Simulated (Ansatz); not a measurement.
Method: PBE-D3(BJ)/def2-TZVP in Ansatz (a program for electronic structure). No frequencies were computed at this level.

Ansatz 0.2 input:
```yaml
crystal:
  periodic: [false, false, false]
  atoms:
    - { symbol: C, position_ang: [1.902256, -0.489633, 0.554275] }
    - { symbol: Si, position_ang: [0.851443, 1.055089, 0.134859] }
    - { symbol: Si, position_ang: [-1.197396, 0.564868, -0.578594] }
    - { symbol: N, position_ang: [-2.284766, -0.483995, 0.235072] }
    - { symbol: H, position_ang: [1.391716, -1.139104, 1.261169] }
    - { symbol: H, position_ang: [2.130568, -1.077205, -0.332242] }
    - { symbol: H, position_ang: [2.849041, -0.20088, 1.003869] }
    - { symbol: H, position_ang: [1.615412, 1.652481, -0.992568] }
    - { symbol: H, position_ang: [-2.125471, 1.674333, -0.859389] }
    - { symbol: H, position_ang: [-1.996618, -1.380216, 0.587123] }
    - { symbol: H, position_ang: [-3.136179, -0.175736, 0.675324] }
basis:
  gaussian: { orbitals: def2-tzvp }
hamiltonian:
  xc: pbe
  dispersion: d3bj
relax:
  max_steps: 150
```

Output:

```
Functional definition: PBE
1147 factors; their error is unknown
mean field evaluation 1: about -18368.0537 eV, gradient 9.2e1 eV
mean field evaluation 2: about -18300.5595 eV, gradient 1.6e2 eV
mean field evaluation 4: about -18382.1596 eV, gradient 2.9e1 eV
mean field evaluation 8: about -18385.6846 eV, gradient 5.2e-1 eV
mean field evaluation 16: about -18385.6611 eV, gradient 4.0e-3 eV
mean field -18385.66105315 eV, -675.6605814547 hartree, gradient 1.8e-5 eV, S^2 0.000000; 0 other end points of the search recorded, 0 dependent functions left out
reference -18385.66109841 eV, -675.6605831178 hartree; 24, 24 occupied and 154, 154 virtual orbitals, 1147 factors
relax step   1: F+E_penalty+E_count = -18385.91837080 eV  Δ(F+E_penalty+E_count) = +0.000e0 eV  max|allowed force component| = 5.435e-1 eV/Å  Δτ_max = 0.0000 Å  (32 SCF iters, accepted)
these checks for a lower state are left out or cut short: starts, cluster_reference, orbital_swaps, neighbouring_geometries, increment
1147 factors; their error is unknown
mean field -18385.75725077 eV, -675.6641166520 hartree, gradient 1.5e-5 eV, S^2 0.000000; 0 other end points of the search recorded, 0 dependent functions left out
reference -18385.75729579 eV, -675.6641183066 hartree; 24, 24 occupied and 154, 154 virtual orbitals, 1147 factors
relax step   2: F+E_penalty+E_count = -18386.01235907 eV  Δ(F+E_penalty+E_count) = -9.399e-2 eV  max|allowed force component| = 6.955e-1 eV/Å  Δτ_max = 0.1909 Å  (32 SCF iters, accepted)
these checks for a lower state are left out or cut short: starts, cluster_reference, orbital_swaps, neighbouring_geometries, increment
1147 factors; their error is unknown
mean field evaluation 32: about -18385.7719 eV, gradient 3.5e-3 eV
mean field -18385.77193136 eV, -675.6646561538 hartree, gradient 1.3e-5 eV, S^2 0.000000; 0 other end points of the search recorded, 0 dependent functions left out
reference -18385.77197645 eV, -675.6646578106 hartree; 24, 24 occupied and 154, 154 virtual orbitals, 1147 factors
relax step   3: F+E_penalty+E_count = -18386.02764047 eV  Δ(F+E_penalty+E_count) = -1.528e-2 eV  max|allowed force component| = 1.414e-1 eV/Å  Δτ_max = 0.0482 Å  (33 SCF iters, accepted)
these checks for a lower state are left out or cut short: starts, cluster_reference, orbital_swaps, neighbouring_geometries, increment
1147 factors; their error is unknown
mean field -18385.76605551 eV, -675.6644402203 hartree, gradient 8.1e-6 eV, S^2 0.000000; 0 other end points of the search recorded, 0 dependent functions left out
reference -18385.76610056 eV, -675.6644418758 hartree; 24, 24 occupied and 154, 154 virtual orbitals, 1147 factors
relax step   4: F+E_penalty+E_count = -18386.02083576 eV  Δ(F+E_penalty+E_count) = +6.805e-3 eV  max|allowed force component| = 2.806e-1 eV/Å  Δτ_max = 0.1838 Å  (33 SCF iters, rejected (line search))
these checks for a lower state are left out or cut short: starts, cluster_reference, orbital_swaps, neighbouring_geometries, increment
1147 factors; their error is unknown
mean field -18385.77736194 eV, -675.6648557238 hartree, gradient 1.7e-5 eV, S^2 0.000000; 0 other end points of the search recorded, 0 dependent functions left out
reference -18385.77740699 eV, -675.6648573794 hartree; 24, 24 occupied and 154, 154 virtual orbitals, 1147 factors
relax step   5: F+E_penalty+E_count = -18386.03298628 eV  Δ(F+E_penalty+E_count) = -5.346e-3 eV  max|allowed force component| = 8.621e-2 eV/Å  Δτ_max = 0.0906 Å  (32 SCF iters, accepted)
these checks for a lower state are left out or cut short: starts, cluster_reference, orbital_swaps, neighbouring_geometries, increment
1147 factors; their error is unknown
mean field -18385.77734467 eV, -675.6648550891 hartree, gradient 1.3e-5 eV, S^2 0.000000; 0 other end points of the search recorded, 0 dependent functions left out
reference -18385.77738975 eV, -675.6648567460 hartree; 24, 24 occupied and 154, 154 virtual orbitals, 1147 factors
relax step   6: F+E_penalty+E_count = -18386.03301315 eV  Δ(F+E_penalty+E_count) = -2.687e-5 eV  max|allowed force component| = 8.198e-2 eV/Å  Δτ_max = 0.0354 Å  (32 SCF iters, accepted)
these checks for a lower state are left out or cut short: starts, cluster_reference, orbital_swaps, neighbouring_geometries, increment
1147 factors; their error is unknown
mean field -18385.77837455 eV, -675.6648929364 hartree, gradient 1.3e-5 eV, S^2 0.000000; 0 other end points of the search recorded, 0 dependent functions left out
reference -18385.77841964 eV, -675.6648945934 hartree; 24, 24 occupied and 154, 154 virtual orbitals, 1147 factors
relax step   7: F+E_penalty+E_count = -18386.03369848 eV  Δ(F+E_penalty+E_count) = -6.853e-4 eV  max|allowed force component| = 1.774e-2 eV/Å  Δτ_max = 0.0237 Å  (33 SCF iters, accepted)
these checks for a lower state are left out or cut short: starts, cluster_reference, orbital_swaps, neighbouring_geometries, increment
1147 factors; their error is unknown
mean field evaluation 64: about -18385.8038 eV, gradient 7.6e-4 eV
mean field -18385.77880415 eV, -675.6649087242 hartree, gradient 1.3e-5 eV, S^2 0.000000; 0 other end points of the search recorded, 0 dependent functions left out
reference -18385.77884926 eV, -675.6649103818 hartree; 24, 24 occupied and 154, 154 virtual orbitals, 1147 factors
relax step   8: F+E_penalty+E_count = -18386.03386305 eV  Δ(F+E_penalty+E_count) = -1.646e-4 eV  max|allowed force component| = 1.034e-2 eV/Å  Δτ_max = 0.0114 Å  (34 SCF iters, accepted)
these checks for a lower state are left out or cut short: starts, cluster_reference, orbital_swaps, neighbouring_geometries, increment
1147 factors; their error is unknown
mean field -18385.77949862 eV, -675.6649342453 hartree, gradient 1.3e-5 eV, S^2 0.000000; 0 other end points of the search recorded, 0 dependent functions left out
reference -18385.77954375 eV, -675.6649359037 hartree; 24, 24 occupied and 154, 154 virtual orbitals, 1147 factors
relax step   9: F+E_penalty+E_count = -18386.03403184 eV  Δ(F+E_penalty+E_count) = -1.688e-4 eV  max|allowed force component| = 2.230e-2 eV/Å  Δτ_max = 0.0256 Å  (34 SCF iters, accepted)
these checks for a lower state are left out or cut short: starts, cluster_reference, orbital_swaps, neighbouring_geometries, increment
1147 factors; their error is unknown
mean field -18385.77959822 eV, -675.6649379055 hartree, gradient 1.3e-5 eV, S^2 0.000000; 0 other end points of the search recorded, 0 dependent functions left out
reference -18385.77964334 eV, -675.6649395637 hartree; 24, 24 occupied and 154, 154 virtual orbitals, 1147 factors
relax step  10: F+E_penalty+E_count = -18386.03406306 eV  Δ(F+E_penalty+E_count) = -3.122e-5 eV  max|allowed force component| = 8.361e-3 eV/Å  Δτ_max = 0.0058 Å  (35 SCF iters, accepted)
1147 factors; their error is unknown
mean field evaluation 96: about -18385.7796 eV, gradient 7.4e-2 eV
mean field -18385.77959822 eV, -675.6649379055 hartree, gradient 4.8e-5 eV, S^2 0.000000; 1 other end points of the search recorded, 0 dependent functions left out
reference -18385.77964334 eV, -675.6649395637 hartree; 24, 24 occupied and 154, 154 virtual orbitals, 1147 factors
Total energy: -18386.03410818 eV, -675.6742909741 hartree
Atom 0 at     1.947449    -0.519390     0.557958 Å, force    -0.008361     0.001773     0.003690 eV/Å
Atom 1 at     0.907021     1.029802     0.151301 Å, force    -0.000481    -0.005741     0.001753 eV/Å
Atom 2 at    -1.207041     0.628104    -0.446491 Å, force    -0.000352     0.000782     0.001631 eV/Å
Atom 3 at    -2.290925    -0.477688     0.292799 Å, force     0.004569    -0.003016     0.000056 eV/Å
Atom 4 at     1.436581    -1.146772     1.301743 Å, force     0.001809     0.001809    -0.002668 eV/Å
Atom 5 at     2.163985    -1.125789    -0.331103 Å, force     0.000758    -0.000338    -0.001110 eV/Å
Atom 6 at     2.904271    -0.200938     0.997460 Å, force     0.001103     0.001510    -0.001666 eV/Å
Atom 7 at     1.465753     1.677880    -1.094131 Å, force     0.000068     0.000469    -0.000381 eV/Å
Atom 8 at    -2.058346     1.787054    -0.870968 Å, force     0.000540    -0.001695     0.000216 eV/Å
Atom 9 at    -1.995817    -1.369602     0.674451 Å, force    -0.002484     0.001480    -0.000430 eV/Å
Atom 10 at    -3.272925    -0.282659     0.455879 Å, force     0.002832     0.002968    -0.001091 eV/Å
Dipole moment:    -0.358573    -0.425971     0.156408 e Å
```

Cost: roughly 21 core-seconds.
